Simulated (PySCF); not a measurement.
C₃H₄BF₅.
Z-matrix (Å and degrees, PBE0-D3(BJ)/def2-SVP geometry), rows numbered from 1:
```
F 
B   1  1.3190
F   2  1.3205  1  116.59
C   2  1.5602  1  121.00  3   179.75
C   4  1.5198  2  115.73  1   176.64
C   5  1.5058  4  112.48  2   178.28
F   6  1.3394  5  111.50  4   -60.63
F   6  1.3393  5  111.58  4    59.07
F   6  1.3350  5  111.49  4   179.26
H   4  1.1049  2  107.17  1   -59.74
H   4  1.1038  2  107.80  1    52.25
H   5  1.1003  4  111.61  2    57.85
H   5  1.1004  4  111.51  2   -61.41
```

The closed-shell ground state was solved at several levels (PySCF, density fitting, gas phase, non-relativistic).

```json
{"level": "KT2/pcSseg-1", "basis functions": "173", "total energy (Eh)": "-649.8317", "HOMO (eV)": "-8.63", "LUMO (eV)": "-1.06", "gap (eV)": "7.57", "dipole (D)": "0.65"}
{"level": "PBE0/pcSseg-1", "basis functions": "173", "total energy (Eh)": "-640.2552", "HOMO (eV)": "-10.14", "LUMO (eV)": "0.00", "gap (eV)": "10.14", "dipole (D)": "0.69"}
{"level": "B3LYP/pcJ-1", "basis functions": "283", "total energy (Eh)": "-640.9605", "HOMO (eV)": "-9.90", "LUMO (eV)": "-0.28", "gap (eV)": "9.62", "dipole (D)": "0.69"}
```

Question: Estimate the row for wB97X-D/def2-SVPD, a basis of 227 functions; the other rows only guide the guess.

Answer: Total energy -640.3151 Eh, HOMO -12.13 eV, LUMO 1.63 eV, gap 13.76 eV, dipole 0.75 D.

Question: Over all these levels, which gives the widest orbital gap and which the narrowest?

Answer: wB97X-D/def2-SVPD (range-separated hybrid) has the widest, 13.76 eV, and KT2/pcSseg-1 (GGA) the narrowest, 7.57 eV. Functional and basis both differ between the two, so the spread mixes both effects.

Question: How far do the dipole and the HOMO energy spread over the levels?

Answer: The dipole runs from 0.65 to 0.75 D (mean 0.69 D) and the HOMO from -12.13 to -8.63 eV.

One conformer stands for the species.

The pairwise dispersion term of wB97X-D wasn't added to the energies; at a given geometry it leaves orbitals and properties as they are.
